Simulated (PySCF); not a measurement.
Job file and geometry (Å, from GFN2-xTB) of an NMR shielding run on SMILES CC(=O)CSSC[SiH3], C$_{4}$H$_{10}$OS$_{2}$Si, PySCF 2.14.0, density-fitted response routines, GIAO PBE0/pcSseg-1 NMR shielding, non-relativistic, gas phase; density fitting, a coarse starting grid and PySCF grid level 2 are the driver's defaults:

```
$ OMP_NUM_THREADS=1 python probes_run.py task.json out

{"job": {"kind": "nmr", "xc": "PBE0", "basis": "pcSseg-1"}, "charge": 0, "multiplicity": 1}
C     -2.424720     1.139979    -0.242282
C     -2.743823    -0.292801     0.079500
O     -3.718303    -0.638178     0.696588
C     -1.720324    -1.291798    -0.407432
S     -0.418331    -1.510070     0.886128
S      0.797171     0.093058     0.649502
C      1.981013    -0.463966    -0.626759
Si     3.465793     0.734385    -0.687697
H     -1.444949     1.399349     0.158688
H     -2.391208     1.274433    -1.321904
H     -3.179909     1.795093     0.182984
H     -2.162799    -2.282096    -0.500989
H     -1.231184    -0.993306    -1.332006
H      2.294582    -1.469101    -0.355087
H      1.453844    -0.506213    -1.578266
H      4.132669     0.705247     0.610252
H      2.965841     2.072567    -0.997739
H      4.335879     0.239735    -1.754659
```

**Question.** What does the program print?

**Answer.** 
```
coarse grid: 16504 points
cycle   1  E = -1318.5969866752  dE =  8.423e-01  |g| = 7.965e-01  |ddm| = 3.911e+00
cycle   2  E = -1318.1987539558  dE =  3.982e-01  |g| = 1.632e+00  |ddm| = 2.627e+00
cycle   3  E = -1318.7217849236  dE = -5.230e-01  |g| = 1.515e-01  |ddm| = 2.074e+00
cycle   4  E = -1318.7264654920  dE = -4.681e-03  |g| = 6.147e-02  |ddm| = 1.576e-01
cycle   5  E = -1318.7273315884  dE = -8.661e-04  |g| = 1.453e-02  |ddm| = 6.048e-02
cycle   6  E = -1318.7273839295  dE = -5.234e-05  |g| = 5.014e-03  |ddm| = 2.271e-02
cycle   7  E = -1318.7273895441  dE = -5.615e-06  |g| = 1.281e-03  |ddm| = 5.453e-03
final grid: 145184 points
cycle   8  E = -1318.7898739851  dE = -1.611e-05  |g| = 1.333e-02  |ddm| = 2.682e-02
cycle   9  E = -1318.7897862524  dE =  8.773e-05  |g| = 2.501e-02  |ddm| = 2.801e-02
cycle  10  E = -1318.7899089530  dE = -1.227e-04  |g| = 2.534e-03  |ddm| = 1.964e-02
cycle  11  E = -1318.7899102536  dE = -1.301e-06  |g| = 3.316e-04  |ddm| = 2.449e-03
cycle  12  E = -1318.7899102816  dE = -2.793e-08  |g| = 1.261e-04  |ddm| = 5.315e-04
cycle  13  E = -1318.7899102856  dE = -4.014e-09  |g| = 2.916e-05  |ddm| = 1.516e-04
cycle  14  E = -1318.7899102858  dE = -2.051e-10  |g| = 8.146e-06  |ddm| = 3.969e-05
converged SCF energy = -1318.7899102858

GIAO shielding tensors (ppm)
atom      isotropic    diamagn.    paramagn.     s11        s22        s33       span
  0 C      151.970     251.777     -99.807    131.748    136.149    188.011     56.263
  1 C      -17.829     249.920    -267.749   -111.861    -42.159    100.534    212.394
  2 O     -328.595     392.384    -720.979   -887.051   -413.221    314.488   1201.539
  3 C      139.655     255.985    -116.330    125.978    142.543    150.444     24.466
  4 S      379.907    1057.719    -677.812    276.618    336.794    526.309    249.691
  5 S      466.655    1058.822    -592.167    285.072    415.920    698.973    413.901
  6 C      161.288     258.072     -96.785    122.670    168.777    192.416     69.746
  7 Si     425.762     878.704    -452.941    398.321    418.974    459.993     61.672
  8 H       28.367      31.575      -3.209     23.768     27.612     33.720      9.953
  9 H       29.684      29.697      -0.013     26.513     28.837     33.700      7.187
 10 H       29.638      28.421       1.217     26.120     27.197     35.596      9.476
 11 H       29.023      32.015      -2.992     24.504     26.558     36.005     11.501
 12 H       28.746      33.196      -4.450     25.992     28.201     32.045      6.053
 13 H       29.878      31.935      -2.058     24.677     29.337     35.619     10.942
 14 H       29.097      33.448      -4.351     23.319     29.629     34.343     11.024
 15 H       27.762      27.980      -0.218     23.981     26.311     32.993      9.012
 16 H       27.899      28.196      -0.297     23.970     26.770     32.958      8.988
 17 H       27.630      27.262       0.368     24.015     25.180     33.694      9.678
```

**Question.** Turn these shieldings into chemical shifts. References, each an isolated molecule treated in the same way: TMS for 13C (σ = 186.93 ppm) and 29Si (σ = 349.16 ppm) and 1H (σ = 31.72 ppm); 17O (σ = 336.08 ppm) vs H2O; CS2 for 33S (σ = 503.73 ppm).

**Answer.** Averaging equivalent atoms: C 1: 204.8; C 3: 47.3; C 0: 35.0; C 6: 25.6; O 2: 664.7; S 4: 124; S 5: 37; Si 7: -76.6; H 15/16/17: 3.95; H 11/12: 2.83; H 8/9/10: 2.49; H 13/14: 2.23 ppm. Unscaled 17O shifts of doubly bonded oxygen tend to come out too high, by tens of ppm or more. Experimental scales use liquid or dissolved standards, which lie at an offset from isolated H2O (liquid H2O: subtract about 36 ppm).

Size and cost of the density-fitted run: 207 basis functions, 71 s wall time on 1 thread of an Arm Neoverse N1, shared host; peak memory 0.86 GiB.
